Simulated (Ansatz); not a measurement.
`BC(F)F` at its PBE0-D4/def2-TZVP geometry, where that method's forces vanish. Charge 0, multiplicity 1.

```xyz
7

B    -0.0897    0.4108   -0.8435
C     0.0659   -0.2774    0.5660
F    -0.1408    0.5629    1.6209
F    -0.7484   -1.3566    0.7504
H    -0.3846   -0.2599   -1.7825
H     0.1892    1.5633   -0.9560
H     1.1084   -0.6431    0.6448
```

Task: What forces (eV/Å) does r2SCAN-D4/def2-TZVPP give on these atoms in Ansatz 0.2.0? (Best estimate.)

Result: Computed: 
```
B1   0.011  0.014 -0.038
C2   0.220  0.117 -0.410
F3  -0.059  0.222  0.321
F4  -0.228 -0.313  0.078
H5   0.011  0.019  0.034
H6  -0.007 -0.039  0.008
H7   0.052 -0.020  0.008
```
